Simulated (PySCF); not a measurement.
C2H3Cl2FSi, SMILES ClC(=C)[Si@H](Cl)F.

Geometry: B3LYP-D3(BJ)/def2-SVP. The structure was generated by enumeration; whether it is a known compound was not checked. Other conformers were not sampled.

Two levels are set side by side: TDA-PBE/def2-SVPD (PySCF) and TDA-LC-ωPBE/def2-SVPD (PySCF). Vertical, same geometry. The lowest singlet is HOMO−1→LUMO 99 % with PBE and HOMO−1→LUMO 88 % with the other functional; states are paired by order. Differences are taken from unrounded values.

```json
[
 {"quantity": "lowest singlet excitation (eV)", "TDA-PBE": "5.39"},
 {"quantity": "lowest triplet excitation (TDA) (eV)", "TDA-PBE": "3.86"},
 {"quantity": "first bright state (f over 0.05) (eV)", "TDA-PBE": "5.83"},
 {"quantity": "its oscillator strength", "TDA-PBE": "0.10"}
]
```

### Question
These are the TDA-PBE values. What does TDA-LC-ωPBE give? (An estimate is asked for; the answer gives what the named calculation found.)

### Answer

```csv
quantity,TDA-LC-ωPBE,TDA-PBE minus TDA-LC-ωPBE
lowest singlet excitation (eV),6.82,-1.43
lowest triplet excitation (TDA) (eV),3.80,0.06
first bright state (f over 0.05) (eV),6.94,-1.12
its oscillator strength,0.22,-0.12
```

Functionals without exact exchange tend to place singlet excitations lower, as here. Differences between two approximate levels are no errors against the true value.

Rough cost on one machine, each run with all the roots and properties that it gave: TDA-LC-ωPBE against TDA-PBE about 3 times.
